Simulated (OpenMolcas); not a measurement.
## Os5+: moving or changing the point charges

Os5+ among 6 point charges of -1.7 e arranged as a tetragonal octahedron (D4h), 1.97 Å from the ion, with the axial distance 1.694 Å.
```
   1.9700    0.0000    0.0000  -1.70
   0.0000    1.9700    0.0000  -1.70
  -1.9700    0.0000    0.0000  -1.70
   0.0000   -1.9700    0.0000  -1.70
   0.0000    0.0000    1.6942  -1.70
   0.0000    0.0000   -1.6942  -1.70
```

```
Program             : OpenMolcas
Method              : SS-CASPT2, IPEA 0.25 Eh, imaginary shift 0.1 Eh (closed shells correlated: 5s 5p)
Basis               : ANO-RCC-VDZP [7s6p4d2f1g]
Scalar Hamiltonian  : DKH2, point nucleus
Active space        : 3 electrons in 5 orbitals (5d)
State averaging     : 2S+1 = 4 even, 10 roots; 2S+1 = 2 even, 40 roots
Spin-orbit coupling : RASSI with atomic mean-field integrals over the reference wave functions
```

Runs around this geometry, states (labels of D4, the rotations of D4h). Energies in cm-1 above the lowest state or level, χT in cm3 K/mol.

```json
{"R (Å)": "1.97", "q (e)": "-1.7", "Axial / equatorial distance": "0.79", "Ground state": "4B1", "First state of that spin": "4E 5500", "First gap with spin-orbit (degeneracies)": "2720 (2, 2)", "χT at 300 K": "0.121", "First state of another spin": "2E 10630"}
{"R (Å)": "1.97", "q (e)": "-1.1", "Axial / equatorial distance": "0.86", "Ground state": "4B1", "First state of that spin": "4B2 5910", "First gap with spin-orbit (degeneracies)": "1460 (2, 2)", "χT at 300 K": "0.119", "First state of another spin": "2B1 15080"}
{"R (Å)": "1.86", "q (e)": "-1.7", "Axial / equatorial distance": "0.86", "Ground state": "4B1", "First state of that spin": "4E 10930", "First gap with spin-orbit (degeneracies)": "1330 (2, 2)", "χT at 300 K": "0.234", "First state of another spin": "2E 13460"}
{"R (Å)": "1.97", "q (e)": "-1.7", "Axial / equatorial distance": "0.86", "Ground state": "4B1", "First state of that spin": "4E 8250", "First gap with spin-orbit (degeneracies)": "1570 (2, 2)", "χT at 300 K": "0.158", "First state of another spin": "2E 14010"}
{"R (Å)": "2.1", "q (e)": "-1.7", "Axial / equatorial distance": "0.86", "Ground state": "4B1", "First state of that spin": "4E 6160", "First gap with spin-orbit (degeneracies)": "1740 (2, 2)", "χT at 300 K": "0.121", "First state of another spin": "2E 14470"}
```

Taking the first state of the same spin as R^-n, n = -ln(6160 / 10930) / ln(2.1 / 1.86) = 4.7 between the shortest and longest distance.

Free-ion shares, where given, are those of the reference states; single-state CASPT2 does not remix them. Spin-orbit coupling mixes the spin-free states strongly: the lowest level takes only 38 % from its leading state, 4B1 (figures for R = 1.97, q = -1.7, ratio = 0.79; the like holds for R = 1.97, q = -1.1, ratio = 0.86, R = 1.86, q = -1.7, ratio = 0.86, R = 1.97, q = -1.7, ratio = 0.86, R = 2.1, q = -1.7, ratio = 0.86). This is an electrostatic model: the charges have no orbitals. No measured value stands beside these numbers.
